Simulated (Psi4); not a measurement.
CHCl2, doublet, at a GFN2-xTB geometry; CCSD/6-31G* in Psi4 1.11.

Psi4 was given this input:
```
memory 2 GB

molecule {
0 2
Cl   -1.45352168   -0.17545972    0.02679062
C     0.00415681    0.67484410    0.17960432
Cl    1.45267340   -0.16368506   -0.08471316
H    -0.01052010    1.71639671   -0.09294267
}

set {
  basis 6-31g*
  reference uhf
}

energy('ccsd')
print_variables()
```

Output, abridged:

```
   => Loading Basis Set <=

    Name: 6-31G*
    Role: ORBITAL
    Keyword: BASIS

         ---------------------------------------------------------
                                   SCF
               by Justin Turney, Rob Parrish, Andy Simmonett
                          and Daniel G. A. Smith
                              UHF Reference
         ---------------------------------------------------------

  ==> Geometry <==

    Molecular point group: c1
    Full point group: C1

    Geometry (in Angstrom), charge = 0, multiplicity = 2:

       Center              X                  Y                   Z               Mass
    ------------   -----------------  -----------------  -----------------  -----------------
         CL          -1.453637610557    -0.150967175671     0.026355429313    34.968852682000
         C            0.004040879443     0.699336644329     0.179169129313    12.000000000000
         CL           1.452557469443    -0.139192515671    -0.085148350687    34.968852682000
         H           -0.010636030557     1.740889254329    -0.093377860687     1.007825032230

  Running in c1 symmetry.

  Rotational constants: A =      1.55368  B =      0.11384  C =      0.10632 [cm^-1]
  Rotational constants: A =  46578.25781  B =   3412.77408  C =   3187.48385 [MHz]
  Nuclear repulsion =  126.793549995880255

  Charge       = 0
  Multiplicity = 2
  Electrons    = 41
  Nalpha       = 21
  Nbeta        = 20

  ==> Algorithm <==

  SCF Algorithm Type is PK.
  DIIS enabled.
  MOM disabled.
  Fractional occupation disabled.
  Guess Type is SAD.
  Energy threshold   = 1.00e-08
  Density threshold  = 1.00e-08
  Integral threshold = 1.00e-12

  ==> Primary Basis <==

  Basis Set: 6-31G*
    Blend: 6-31G*
    Number of shells: 24
    Number of basis functions: 55
    Number of Cartesian functions: 55
    Spherical Harmonics?: false
    Max angular momentum: 2

  ==> Integral Setup <==

  Using in-core PK algorithm.
   Calculation information:
      Number of atoms:                   4
      Number of AO shells:              24
      Number of primitives:             73
      Number of atomic orbitals:        55
      Number of basis functions:        55

      Integral cutoff                 1.00e-12
      Number of threads:                 1

  Performing in-core PK
  Using 2373140 doubles for integral storage.
  We computed 41750 shell quartets total.
  Whereas there are 45150 unique shell quartets.

  ==> DiskJK: Disk-Based J/K Matrices <==

    J tasked:                  Yes
    K tasked:                  Yes
    wK tasked:                  No
    Schwarz Cutoff:          1E-12

  Minimum eigenvalue in the overlap matrix is 1.6635657343E-02.
  Reciprocal condition number of the overlap matrix is 3.0242678558E-03.
    Using symmetric orthogonalization.

  ==> Pre-Iterations <==

  SCF Guess: Superposition of Atomic Densities via on-the-fly atomic UHF (no occupation information).

   -------------------------
    Irrep   Nso     Nmo
   -------------------------
     A         55      55
   -------------------------
    Total      55      55
   -------------------------

  ==> Iterations <==

                        Total Energy        Delta E     RMS |[F,P]|

   @UHF iter SAD:  -957.14920713065044   -9.57149e+02   0.00000e+00
   @UHF iter   1:  -957.31909956645495   -1.69892e-01   3.75394e-03 DIIS/ADIIS
   @UHF iter   2:  -957.34784139305145   -2.87418e-02   1.77357e-03 DIIS/ADIIS
   @UHF iter   3:  -957.35475396432628   -6.91257e-03   7.38999e-04 DIIS/ADIIS
   @UHF iter   4:  -957.35712443168120   -2.37047e-03   2.42381e-04 DIIS/ADIIS
   @UHF iter   5:  -957.35755222610874   -4.27794e-04   9.88106e-05 DIIS
   @UHF iter   6:  -957.35762090523326   -6.86791e-05   3.59081e-05 DIIS
   @UHF iter   7:  -957.35762924264145   -8.33741e-06   1.54826e-05 DIIS
   @UHF iter   8:  -957.35763099128178   -1.74864e-06   6.58598e-06 DIIS
   @UHF iter   9:  -957.35763133484681   -3.43565e-07   1.79191e-06 DIIS
[...]
  @UHF Final Energy:  -957.35763136180253
    Total Energy =                       -957.3576313618025324
[...]
    10        -0.425531995625287    1.458e-05    0.014332    0.000000    0.000000    0.000000
    11        -0.425532204770257    5.989e-06    0.014333    0.000000    0.000000    0.000000
    12        -0.425532368616655    2.608e-06    0.014332    0.000000    0.000000    0.000000
    13        -0.425532359640810    1.048e-06    0.014332    0.000000    0.000000    0.000000
    14        -0.425532347495230    5.022e-07    0.014332    0.000000    0.000000    0.000000
    15        -0.425532348008404    2.007e-07    0.014332    0.000000    0.000000    0.000000
    16        -0.425532350251386    9.375e-08    0.014332    0.000000    0.000000    0.000000

    Iterations converged.

    Largest TIA Amplitudes:
             19   1        -0.0137130027
             15  24        -0.0106958893
             18   2         0.0089653971
             18   0         0.0086976957
             13   0        -0.0077867598
             11   0         0.0062195653
             16  11         0.0061508938
             14  23        -0.0060665666
             16  12         0.0056976953
             16  23        -0.0043127647

    Largest Tia Amplitudes:
             16   0        -0.0726060809
             16  13        -0.0214047773
             17   0         0.0143666310
             15  25        -0.0109967869
             13   1         0.0094302027
             15   2         0.0094198133
             15  14         0.0085749018
             14  24        -0.0074614114
             14   3         0.0073372261
             16   1         0.0066770132

    Largest TIJAB Amplitudes:
     19  17  19  18        -0.0154136992
     20  15  11   1        -0.0124653716
     17  15  14   1        -0.0124371012
     20  15  12   1        -0.0123394002
     20  15  14   0         0.0112628543
     18  15  12   1         0.0101051640
     18  17  20  19        -0.0101008615
     20  14  11   2        -0.0098017109
     18  17  18  17        -0.0096257473
     14  13   2   0        -0.0095647895

    Largest Tijab Amplitudes:
     16  15   2   0        -0.0229021029
     16  14   1   0        -0.0163462924
     19  18  20  18        -0.0152054984
     18  15   1   0         0.0143368297
     19  15   1   0        -0.0122604171
     17  15  12   2         0.0116398996
     17  16  12   0        -0.0115578713
     18  15  15   2         0.0113217171
     17  16  20  18         0.0108974246
     19  18   9   0         0.0105092749

    Largest TIjAb Amplitudes:
     15  15   1   2        -0.0387635034
     15  16   1   0         0.0273429173
     14  14   2   3        -0.0265735031
     15  15   0   1        -0.0261250569
     14  14   0   1        -0.0240279800
     20  13   0   0        -0.0222717081
     15  14   1   1        -0.0201267124
     15  13   1   1        -0.0194129355
     13  13   0   1        -0.0184031607
     14  15   0   2        -0.0182814881

    SCF energy       (wfn)                    = -957.357631361802532
    Reference energy (file100)                = -957.357631361802078

    Opposite-spin MP2 correlation energy      =   -0.287937634821635
    Same-spin MP2 correlation energy          =   -0.104631563341253
    Singles MP2 correlation energy            =   -0.000000000000000
    MP2 correlation energy                    =   -0.392569198162887
      * MP2 total energy                      = -957.750200559964924

    Opposite-spin CCSD correlation energy     =   -0.325934992399734
    Same-spin CCSD correlation energy         =   -0.099597357851652
    Singles CCSD correlation energy           =   -0.000000000000000
    CCSD correlation energy                   =   -0.425532350251386
      * CCSD total energy                     = -957.783163712053465

  Variable Map:
  ----------------------------------------------------------------------------
[...]
  Array Variable Map:
  ----------------------------------------------------------------------------
[...]
[...]
```
